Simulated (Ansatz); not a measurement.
`[F][In]([Br])[Br]` + H–F → `[F][In]([F])[Br]` + HBr at 298.15 K and 1 bar (ligand exchange at the In–Br bond).

Computed with Ansatz on PBE0-D4/def2-TZVP structures; ΔE is electronic, products minus reactants. CCSD(T)/CBS adds triple-zeta CCSD(T) − MP2 to the extrapolated MP2 energy (def2 sets, frozen cores). This one scheme is used for every species. def2 core potentials past Kr. For Br, In outer-core shells are correlated without core-valence functions, which leaves a few kJ/mol of doubt a bond. Scalar relativity is left out up to krypton.

| species | CCSD(T)/CBS energy (Eh) | H − E (kJ/mol) | S (J/(mol·K)) |
| --- | --- | --- | --- |
| `[F][In]([Br])[Br]` | -5436.38187 | 27.2 | 362.3 |
| H–F | -100.39570 | 33.5 | 173.6 |
| `[F][In]([F])[Br]` | -2962.82519 | 28.6 | 340.1 |
| HBr | -2573.91920 | 24.6 | 198.6 |

H − E and S are ideal-gas, rigid-rotor, harmonic terms from PBE0-D4/def2-TZVP. 1 Eh = 2625.50 kJ/mol, R = 8.31446 J/(mol·K).

**Question.** By hand: ΔE, ΔH, ΔS and ΔG.

**Answer.** ΔE = (-2962.82519) + (-2573.91920) − (-5436.38187) − (-100.39570) = 0.03318 Eh = 87.1 kJ/mol. Δ(H − E) = 28.6 + 24.6 − 27.2 − 33.5 = -7.5, so ΔH = 79.6 kJ/mol. ΔS = 340.1 + 198.6 − 362.3 − 173.6 = 2.8 J/(mol·K). ΔG = 79.6 − 298.15 × (2.8)/1000 = 78.8 kJ/mol.

**Question.** By hand: the equilibrium constant, and the temperature at which ΔG would vanish if ΔH and ΔS stayed fixed.

**Answer.** log₁₀ K = −ΔG/(RT ln 10) = -13.8. ΔG = 0 at ΔH/ΔS = 28429 K, far beyond where these terms or the molecules hold.

The number of gas molecules stays the same, so ΔS is small and ΔH decides. A doubt of 5 kJ/mol in ΔE shifts log₁₀ K by 0.9 here. These are equilibria of isolated gas molecules and say nothing of rates. Largest T1 diagnostic: 0.014 (customary marks: 0.02 for closed shells, 0.045 for open ones).
